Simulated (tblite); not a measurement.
Start geometry of 4-methoxybenzenethiol (`COc1ccc(S)cc1`) from a force field or distance geometry (Å):
```
atom  x, y, z in Å
C1    -2.8195   -0.8783   -0.0645
O2    -2.1417    0.3681    0.0218
C3    -0.7638    0.3036    0.1107
C4    -0.1416    1.5575    0.1816
C5     1.2504    1.6369    0.2803
C6     2.0222    0.4785    0.2759
S7     3.7994    0.6006    0.3728
C8     1.4048   -0.7605    0.1941
C9     0.0080   -0.8552    0.1074
H10   -3.9032   -0.6586   -0.1135
H11   -2.6613   -1.4932    0.8240
H12   -2.5548   -1.4161   -0.9748
H13   -0.7429    2.4603    0.1984
H14    1.7228    2.6178    0.3303
H15    3.9741   -0.4340    1.2056
H16    1.9817   -1.6799    0.1913
H17   -0.4416   -1.8354    0.0422
```

What comes out of this run: GFN2-xTB geometry optimisation, gas phase (tblite 0.8.0)?

```
atom  x, y, z in Å
C1    -2.8133   -0.8840   -0.0970
O2    -2.1196    0.3382   -0.0423
C3    -0.7653    0.3155    0.0993
C4    -0.1410    1.5631    0.1718
C5     1.2237    1.6571    0.3199
C6     1.9972    0.5029    0.3954
S7     3.7497    0.6755    0.5827
C8     1.3861   -0.7372    0.3217
C9     0.0123   -0.8341    0.1744
H10   -3.8647   -0.6204   -0.2000
H11   -2.6753   -1.4661    0.8200
H12   -2.5064   -1.4848   -0.9594
H13   -0.7540    2.4479    0.1106
H14    1.7012    2.6230    0.3790
H15    4.0201   -0.6285    0.6098
H16    1.9755   -1.6413    0.3778
H17   -0.4331   -1.8148    0.1197
```

The energy falls by 2.5 kcal/mol over 68 L-BFGS steps, the largest force on an atom goes from 1.00 to 0.008 eV/Å, and the atoms move by 0.183 Å rms after alignment. The bond that changes most is C4–C5 (both ends aromatic CH carbon), which shortens by 0.022 Å. Bonds longer at the end by more than 0.005 Å: 0 of 17; shorter: 9. Among the angles that change most is C1–O2–C3, from 116.0° to 118.7°. Among the dihedrals that turn most is C8–C6–S7–H15, from -40° to 0°. Rotational constants go from 4778, 688.3, 605.0 to 4858, 695.7, 610.9 MHz. The orientation of the end geometry is arbitrary; only internal coordinates are fixed.

On one thread of an Arm Neoverse V2, no GPU, on a shared host, this took 0.36 s.

Its GFN2-xTB frequencies are all real (lowest 75 cm⁻¹). The numbers are those of one conformer.

The numbers are calculated, not measured.
